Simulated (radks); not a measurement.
Mg V, 8 electrons, occupied as [He] 2s1.5 2p4 3d0.5 (fractional occupations, a model configuration).

Calculated with a radial shooting solver on a logarithmic mesh with Libxc functionals: Dirac Kohn-Sham, BLYP, spin-unpolarised, spherical densities, finite nucleus; open shells fill j = l - 1/2 first; Fermi nuclear charge, rms radius 3.057 fm.

Energy parts (hartree):
part                      energy
total                 -190.01441
kinetic                190.41946
electron-nucleus      -429.44508
Hartree                 62.65932
exchange-correlation   -13.64811

Orbitals (lengths in bohr, moments of r in powers of bohr):
| orbital | occ. | eigenvalue (hartree) | <r> | <1/r> |
|---|---|---|---|---|
| 1s1/2 | 2 | -50.48533 | 0.1304 | 11.64 |
| 2s1/2 | 1.5 | -6.21828 | 0.6407 | 2.286 |
| 2p1/2 | 2 | -5.07990 | 0.5924 | 2.198 |
| 2p3/2 | 2 | -5.06609 | 0.5939 | 2.190 |
| 3s1/2 | 0 | -1.82483 | 1.848 | 0.7619 |
| 3p1/2 | 0 | -1.55144 | 1.946 | 0.7067 |
| 3p3/2 | 0 | -1.54933 | 1.949 | 0.7053 |
| 3d3/2 | 0.5 | -1.19994 | 2.009 | 0.5962 |
| 3d5/2 | 0 | -1.19975 | 2.010 | 0.5960 |

The highest occupied level is 3d3/2 at -32.652 eV. The configuration is held as typed, so some empty levels lie below it. The density falls to 0.001 e/bohr^3 at r = 2.90 bohr.
